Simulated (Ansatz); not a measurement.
Program: Ansatz. Geometries: PBE0-D4/def2-TZVP. ΔE: electronic, gas phase. CCSD(T)/CBS adds triple-zeta CCSD(T) − MP2 to the extrapolated MP2 energy (def2 sets, frozen cores). This one scheme is used for every species. Functionals use def2-TZVPP. Elements past krypton have def2 core potentials. For In outer-core shells are correlated without core-valence functions, which leaves a few kJ/mol of doubt a bond. One conformer a species, not always the lowest.

Reaction (hydrogenolysis of the In–Cl bond): `[SH][In]([SH])[Cl]` + H₂ → `[SH][InH][SH]` + HCl

`[SH][In]([SH])[Cl]`:

Z-matrix (Å, degrees):
```
In
S 1 2.365
Cl 1 2.321 2 117.1
S 1 2.362 2 125.8 3 180.0
H 2 1.345 1 92.1 3 0.0
H 4 1.345 1 92.8 2 -0.0
```

H₂:

Cartesian coordinates in Å:
```
H 0.065 0.146 -0.337
H -0.065 -0.146 0.337
```

`[SH][InH][SH]`:

```xyz
6

S    -0.822   -1.688   -0.143
In    0.115    0.406    0.496
S     1.051    1.617   -1.324
H    -1.207   -2.005    1.105
H     0.125    0.998    2.095
H     0.738    0.673   -2.227
```

HCl:

Z-matrix (Å, degrees):
```
Cl
H 1 1.279
```

| species | r2SCAN-D4 energy (Eh) |
| --- | --- |
| `[SH][In]([SH])[Cl]` | -1448.07968 |
| H₂ | -1.17130 |
| `[SH][InH][SH]` | -988.42818 |
| HCl | -460.78592 |

Problem. Work out ΔE.

Solution. ΔE = (-988.42818) + (-460.78592) − (-1448.07968) − (-1.17130) = 0.03688 Eh = +23.1 kcal/mol. CCSD(T)/CBS gives +23.1 kcal/mol.

Largest T1 diagnostic among the species: 0.014.

Leaving LDA and LC-ωPBE aside and taking each functional with its dispersion term where it has one, the values, not all of them listed here, spread over 2.0 kcal/mol, from B97M-V to r2SCAN-D4. LDA lies −2.3 kcal/mol from PBE without D4. At CCSD(T), def2-SVP lies −1.3 kcal/mol from the extrapolated value and def2-TZVPP −1.6 kcal/mol. The D4 term adds +1.4 kcal/mol with B3LYP and +0.8 kcal/mol with PBE0; it sums over pairs of atoms, weighted by their polarisabilities, and B3LYP, whose exchange is more repulsive, gets the larger term.

B3LYP here is the variant with VWN-RPA as its local correlation; programs differ in this.
